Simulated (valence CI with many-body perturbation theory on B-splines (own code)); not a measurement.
# Xe XLVIII in brief

Calculated by relativistic CI+MBPT: five valence electrons over a frozen Dirac-Fock core [He], radial functions for each j: 9 s, 9 p, 8 d, 6 f, 3 g, 1 h, with the one-electron correlation potential Σ1 (screened to all orders), the two-electron term Σ2, the three-electron term Σ3, Breit, model QED; selected single and double excitations, second order for the rest, scaled by the run's own slope (own B-spline code, finite nucleus).

The last digits are not significant, and no measured levels were compared; by estimate large intervals hold to a few tenths of a per cent, small ones and those within an open d or f shell to about a per cent. Among the levels kept, up to 3800 cm⁻¹ of a level comes from second order outside the variational space, and about a tenth of that is noise between levels of different J, which matters for small intervals.

Levels are named by their leading jj configuration (3d3/2^4 stands for four electrons in 3d with j = 3/2), which in mixed levels can hold well under half, so a name can repeat and another be missing.

Rates and lifetimes use the calculated energies. Strong lines usually hold to 10 to 20 %, long lifetimes can be off by a factor of two.

Q: What is the ground level?

A: (2s^2 2p1/2^2 2p3/2) J=3/2, composition 46 % 2s²2p³ ²P° + 28 % 2s²2p³ ⁴S° + 26 % 2s²2p³ ²D°, g = 1.360.

Q: What are the static dipole polarisabilities of the lowest levels?

A: (2s^2 2p1/2^2 2p3/2) J=3/2 0.000373 (tensor 7.2e-05) bohr³, of which the core gives 9.18e-07.

Q: What is the ionisation energy?

A: 8381.8 eV; NIST lists 8382 ± 4 eV (theoretical).

Q: Among levels below 5281.7 eV, which E1 lines absorb most strongly from the ground level?

A: to (2s^2 2p1/2^2 3d5/2) J=5/2 at 0.2557 nm, f = 0.527; to (2s 2p1/2^2 2p3/2 3p1/2) J=5/2 at 0.2404 nm, f = 0.511; to (2s^2 2p1/2 2p3/2 3d3/2) J=1/2 at 0.2395 nm, f = 0.228.

Q: Name the longest-lived excited levels whose lifetime is computed, and their main decay.

A: (2s^2 2p1/2 2p3/2^2) J=5/2 at 342.3 eV lives 17.1 ns, mostly by M1 to (2s^2 2p1/2^2 2p3/2) J=3/2; (2s^2 2p1/2 2p3/2^2) J=1/2 at 373.5 eV lives 4.44 ns, mostly by M1 to (2s^2 2p1/2^2 2p3/2) J=3/2; (2s^2 2p1/2 2p3/2^2) J=3/2 at 322.3 eV lives 2.95 ns, mostly by M1 to (2s^2 2p1/2^2 2p3/2) J=3/2.
